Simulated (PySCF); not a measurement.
## Radial density of Cs (caesium, neutral)

wB97X-V, [Xe] 5d1, 2D determinant (an excited configuration). Computed with PySCF 2.14 in x2c-TZVPPall (11s7p6d2f1g, 85 functions), with scalar relativity by spin-free X2C-1e.

```
r (bohr)  4πr²ρ (e/bohr)  4πr²(ρα − ρβ)
  0.0291           64.19        -0.0003
  0.0489           71.07        -0.0004
  0.0823           93.44         0.0011
   0.138           68.14         0.0051
   0.233           79.62         0.0022
   0.392           34.18         0.0018
   0.659           31.55         0.0129
    1.11           11.68        -0.0045
    1.86           5.526         0.0501
    3.14           1.168         0.1369
    5.27          0.1576         0.1352
    8.87         0.06051         0.0605
    14.9        0.008467         0.0085
```

Densities and radii are taken from the X2C orbitals without a picture-change correction, which distorts them close to the nucleus.

Spin-orbit coupling, absent here, splits the open shell strongly.

Question: Where is the radial spin density 4πr²(ρα − ρβ) most negative, and why is it negative at all?

Answer: Around r = 1.11 bohr, down to -0.0045 e/bohr: exchange with the open shell polarises the paired shells in an unrestricted calculation.
